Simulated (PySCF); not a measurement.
SMILES ClB1NBNBN1, B₃ClH₅N₃

Geometry:
```json
{"atom": "Cl1", "x (Å)": "2.941", "y (Å)": "0.588", "z (Å)": "0.857"}
{"atom": "B2", "x (Å)": "1.293", "y (Å)": "0.259", "z (Å)": "0.376"}
{"atom": "N3", "x (Å)": "0.774", "y (Å)": "-1.054", "z (Å)": "0.438"}
{"atom": "B4", "x (Å)": "-0.561", "y (Å)": "-1.354", "z (Å)": "0.053"}
{"atom": "N5", "x (Å)": "-1.354", "y (Å)": "-0.271", "z (Å)": "-0.399"}
{"atom": "B6", "x (Å)": "-0.889", "y (Å)": "1.064", "z (Å)": "-0.482"}
{"atom": "N7", "x (Å)": "0.455", "y (Å)": "1.300", "z (Å)": "-0.083"}
{"atom": "H8", "x (Å)": "1.369", "y (Å)": "-1.800", "z (Å)": "0.764"}
{"atom": "H9", "x (Å)": "-0.974", "y (Å)": "-2.448", "z (Å)": "0.112"}
{"atom": "H10", "x (Å)": "-2.305", "y (Å)": "-0.461", "z (Å)": "-0.675"}
{"atom": "H11", "x (Å)": "-1.570", "y (Å)": "1.939", "z (Å)": "-0.857"}
{"atom": "H12", "x (Å)": "0.822", "y (Å)": "2.238", "z (Å)": "-0.130"}
```

Level of theory: PySCF 2.14.0, quadratic response CAM-B3LYP/def2-SVPD first hyperpolarisability, Taylor convention, gas phase. Geometry: GFN2-xTB.

(1) Give β for the processes computed.

(2) Which lowest excitations, dipole and polarisabilities go with it?

Results:

(1) In au, Taylor convention; the vector part is βᵢ = ⅓ Σⱼ (βᵢⱼⱼ + βⱼᵢⱼ + βⱼⱼᵢ); β∥ is 3/5 of the vector part along the dipole, the dipole points from − to +:
| process | λ (nm) | β vector norm | β∥ | β HRS | depolarisation ratio |
| --- | --- | --- | --- | --- | --- |
| static β(0;0,0) | ∞ | 86.3 | -51.8 | 46.9 | 2.78 |
| second harmonic β(−2ω;ω,ω) | 1907 | 89.6 | -53.7 | 48.5 | 2.80 |
| Pockels β(−ω;ω,0) | 1907 | 87.4 | -52.4 | – | – |
| second harmonic β(−2ω;ω,ω) | 1064 | 97.5 | -58.5 | 52.4 | 2.84 |
| Pockels β(−ω;ω,0) | 1064 | 89.8 | -53.9 | – | – |

(2) S1 6.99 eV (f = 0.005); S2 7.46 eV (f = 0.003); S3 7.73 eV (f = 0.000); dipole 1.46 D; isotropic α 72.1 au static, 72.3 au at 1907 nm, 72.8 au at 1064 nm, 72.9 au at 953.5 nm, 74.8 au at 532 nm.
